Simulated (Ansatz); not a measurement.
Consider the hydrogenolysis of a C–C bond: `C[Se]CC=N` + H₂ → `C[Se]C` + `C=N`.

Gas-phase electronic energies from Ansatz, PBE0-D4/def2-TZVP geometries. CCSD(T)/CBS is the MP2 limit (def2-TZVPP, def2-QZVPP) plus CCSD(T) − MP2 in def2-TZVPP, frozen cores. This one scheme is used for every species. DFT in def2-TZVPP. For Se outer-core shells are correlated without core-valence functions, which leaves a few kJ/mol of doubt a bond. Scalar relativity is left out up to krypton. One conformer a species, not always the lowest.

**Question.** Is it downhill or uphill in electronic energy at CCSD(T)/CBS, and by how much? (Best estimate.)

**Answer.** The calculation gave: Downhill: ΔE = -0.32 eV.

**Question.** What do these levels give: r2SCAN-D4, PBE0-D4, ωB97M-V, B2PLYP, MP2/def2-QZVPP, MP2/CBS(def2)? (Estimate.)

**Answer.** The calculation gave: r2SCAN-D4 -0.29, PBE0-D4 -0.31, ωB97M-V -0.35, B2PLYP -0.41, MP2/def2-QZVPP -0.25, MP2/CBS(def2) -0.24 eV.

Largest T1 diagnostic among the species: 0.012.

The D4 term adds +0.14 eV with B3LYP and +0.08 eV with PBE0; it sums over pairs of atoms, weighted by their polarisabilities, and B3LYP, whose exchange is more repulsive, gets the larger term. From PBE to PBE0 (25 % exact exchange), in def2-TZVPP and without D4, ΔE moves by −0.04 eV. In def2-TZVPP, CCSD(T) changes the Hartree–Fock value by +0.33 eV (the triples alone add +0.07 eV) and MP2 by +0.41 eV.

B3LYP here is the variant with VWN-RPA as its local correlation; programs differ in this.
